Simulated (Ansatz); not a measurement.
`[CH3][Al]([SH])[Cl]` + H₂S → `[SH][Al]([SH])[Cl]` + CH₄ at 600 K and 1 bar (ligand exchange at the Al–C bond).

Program: Ansatz. Geometries: PBE0-D4/def2-TZVP. ΔE: electronic, gas phase. CCSD(T)/CBS adds triple-zeta CCSD(T) − MP2 to the extrapolated MP2 energy (def2 sets, frozen cores). This one scheme is used for every species. One conformer a species, not always the lowest.

```
              species  CCSD(T)/CBS energy (Eh)  H − E (kJ/mol)  S (J/(mol·K))
`[CH3][Al]([SH])[Cl]`              -1140.16049           179.0          435.0
                  H₂S               -398.97279            60.8          230.9
 `[SH][Al]([SH])[Cl]`              -1498.71313           106.6          417.8
                  CH₄                -40.46206           140.4          215.7
```

H − E and S are ideal-gas, rigid-rotor, harmonic terms from PBE0-D4/def2-TZVP, for one conformer and one mirror image of each species. 1 Eh = 2625.50 kJ/mol, R = 8.31446 J/(mol·K).

Problem. By hand: ΔE, ΔH, ΔS and ΔG.

Solution. ΔE = (-1498.71313) + (-40.46206) − (-1140.16049) − (-398.97279) = -0.04191 Eh = -110.0 kJ/mol. Δ(H − E) = 106.6 + 140.4 − 179.0 − 60.8 = 7.2, so ΔH = -102.8 kJ/mol. ΔS = 417.8 + 215.7 − 435.0 − 230.9 = -32.4 J/(mol·K). ΔG = -102.8 − 600 × (-32.4)/1000 = -83.4 kJ/mol.

Problem. By hand: the equilibrium constant, and the temperature at which ΔG would vanish if ΔH and ΔS stayed fixed.

Solution. log₁₀ K = −ΔG/(RT ln 10) = 7.3. ΔG = 0 at ΔH/ΔS = 3173 K, far beyond where these terms or the molecules hold.

ΔH outweighs TΔS. A doubt of 5 kJ/mol in ΔE shifts log₁₀ K by 0.4 here. Other conformers and mirror images would add mixing entropy, several J/(mol·K) or more a flexible species. Modes under 60 cm⁻¹, often nearly free rotors, make the harmonic entropy too high. These are equilibria of isolated gas molecules and say nothing of rates. Largest T1 diagnostic: 0.010 (customary marks: 0.02 for closed shells, 0.045 for open ones).
